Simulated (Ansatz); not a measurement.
KBF3 (charge +1), singlet: a pair in one relaxed arrangement.

Input (in.yaml):

```yaml
crystal:
  periodic: [false, false, false]
  atoms:
    - {symbol: K, position_ang: [-0.011737, -0.654682, -3.125557]}
    - {symbol: F, position_ang: [-0.001394, -0.113202, -0.503664]}
    - {symbol: B, position_ang: [0.003083, 0.170270, 0.812557]}
    - {symbol: F, position_ang: [0.166617, -0.809046, 1.646655]}
    - {symbol: F, position_ang: [-0.156671, 1.406660, 1.169908]}
basis:
  gaussian: {orbitals: "def2-TZVPPD.json"}
total_charge: 1
hamiltonian: {xc: {name: B3LYP}, dispersion: d4}
```

The basis file named in the input lies beside it (Basis Set Exchange, JSON).

Launched with

```bash
ansatz run in.yaml --threads 4 --pin off --events-out ev --progress --plain --max-ram 9574MiB
```

What Ansatz 0.2.0 printed:

```
Functional definition: B3LYP
  name "B3LYP"
  cite "Stephens, Devlin, Chabalowski & Frisch, J. Phys. Chem. 98, 11623 (1994) doi:10.1021/j100096a001"
  cite "Becke, Phys. Rev. A 38, 3098 (1988) doi:10.1103/PhysRevA.38.3098"
  cite "Lee, Yang & Parr, Phys. Rev. B 37, 785 (1988) doi:10.1103/PhysRevB.37.785"
  cite "Vosko, Wilk & Nusair, Can. J. Phys. 58, 1200 (1980) doi:10.1139/p80-159"
  parameter a0 = 0.2
  parameter ax = 0.72
  parameter ac = 0.81
  exchange = (1 - a0 - ax)*slater_x + ax*b88_x + a0*exact_x
  correlation = (1 - ac)*vwn_rpa_c + ac*lyp_c
1124 factors; their error is unknown
mean field evaluation 1: about -25144.4903 eV, gradient 9.8e1 eV
mean field evaluation 2: about -25129.9243 eV, gradient 1.4e2 eV
mean field evaluation 4: about -25156.4371 eV, gradient 1.8e0 eV
mean field evaluation 8: about -25156.4432 eV, gradient 1.6e-1 eV
mean field evaluation 16: about -25156.5297 eV, gradient 3.2e-5 eV
mean field -25156.52970801 eV, -924.4854150609 hartree, gradient 3.2e-5 eV, S^2 0.000000; 0 other end points of the search recorded, 0 dependent functions left out
reference -25156.52998659 eV, -924.4854252988 hartree; 25, 25 occupied and 168, 168 virtual orbitals, 1124 factors
Total energy: -25156.64178121 eV, -924.4895336751 hartree
```

The lines “mean field evaluation” count trial sets of orbitals through the whole run, from several starts and some on an approximate energy, so they need not fall steadily or lie above the final value.

The run took about 3.2 s on 4 CPU threads of an Arm Neoverse V2 (shared host).
